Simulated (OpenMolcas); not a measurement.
# V2+, Nb2+, Ta2+: d3 down the group

| Quantity | Value |
| --- | --- |
| Program | OpenMolcas 26.06 |
| Method | CASSCF |
| Basis | ANO-R3 |
| Scalar Hamiltonian | X2C, finite nucleus |
| Spin-orbit coupling | RASSI with atomic mean-field integrals over the reference wave functions, term energies averaged over their components |

Active space for each ion: 3 electrons in 5 orbitals (d).

Computed levels in cm-1 above 4F 3/2:

```
                               Level    V2+   Nb2+   Ta2+
                              4F 5/2    155    505   2361
                              4F 7/2    368   1167   4859
                              4F 9/2    636   1951   7191
                              4P 1/2  14888  11326  12501
                              4P 3/2  14963  11430  11664
                              2G 7/2  15025  12126  14633
                              4P 5/2  15136  12128  15896
                              2P 1/2  19838  15793  19264
                              2P 3/2  19944  15665  24769
weight of 4F in the lowest level (%)    100    100     94
```

Mixed levels, with the weight of the term that names them: Nb2+ 2P 3/2 (58 %), Ta2+ 4P 3/2 (61 %), Ta2+ 2P 3/2 (58 %).

Measured, with the error of the calculation in %. Measured levels: V2+ from Sugar and Corliss, J. Phys. Chem. Ref. Data 7, 1191 (1978); Nb2+ from the list in Shadmi, J. Res. Natl. Bur. Stand. 70A, 435 (1966).

```
 Level            V2+          Nb2+
4F 5/2     146 (+6.3)    516 (-2.1)
4F 7/2     342 (+7.7)   1177 (-0.8)
4F 9/2     584 (+9.0)   1939 (+0.6)
4P 1/2  11514 (+29.3)  8664 (+30.7)
4P 3/2  11592 (+29.1)  8608 (+32.8)
2G 7/2  11966 (+25.6)  9236 (+31.3)
4P 5/2  11770 (+28.6)  9594 (+26.4)
2P 1/2  15580 (+27.3)              
2P 3/2  15550 (+28.3)
```

The fine-structure level 4F 9/2 changes by a factor of 11.3 from V2+ to Ta2+.

Without spin-orbit coupling 4P lies 14680, 10707, 10181 cm-1 above 4F in that order; the difference to the level 4P 1/2, of either sign, comes from spin-orbit coupling, which also lowers the zero.

Without dynamic correlation excited terms often stand tens of per cent too high (terms of higher spin than the ground term too low), and those without a measured partner can miss by more than the paired ones. Levels of configurations with an s electron are missing; early in the row they begin among the upper levels of the d shell and mix with terms of their name (holds for Nb2+). Configurations with an s electron lie low in 5d ions of this charge, fall among these levels and mix in, so low-spin terms can stand far too high, up to twice their true height, and weights are not those of the real levels (holds for Ta2+). Measured partners are found by configuration, term and J. A level has none where our copy of the source lacks it or the pairing is in doubt (some pairs that miss far off the trend of their configuration count as doubtful), and it then counts in no deviation. Only configurations of the active space appear.
